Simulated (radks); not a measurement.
Species: the vanadium ion V2+. Configuration: [Ar] 3d3. Method: scalar-relativistic Kohn-Sham, PBEsol, spin-polarised, spherical densities, finite nucleus; open shells are filled with parallel spins first; Fermi nuclear charge, rms radius 3.6002 fm; computed with a radial shooting solver on a logarithmic mesh with Libxc functionals. Some entries of the table are withheld. Estimate them.

orbital  occ.  eigenvalue (hartree)  <1/r> (bohr^-1)
1s down     1             -197.5181            22.82
1s up       1             -197.5174            22.82
2s up       1             -22.72427            4.791
2s down     1             -22.68527            4.798
2p up       3             -19.07937            4.696
2p down     3             -19.04947            4.702
3s up       1              -3.22008              (1)
3s down     1              -3.11132              (2)
3p up       3              -2.26139            1.352
3p down     3              -2.15337            1.349
3d up       3                   (3)            1.013
3d down     0                   (4)           0.9968

Answer. 
(1) 3s up <1/r> (bohr^-1): 1.484
(2) 3s down <1/r> (bohr^-1): 1.482
(3) 3d up eigenvalue (hartree): -0.82015
(4) 3d down eigenvalue (hartree): -0.71704
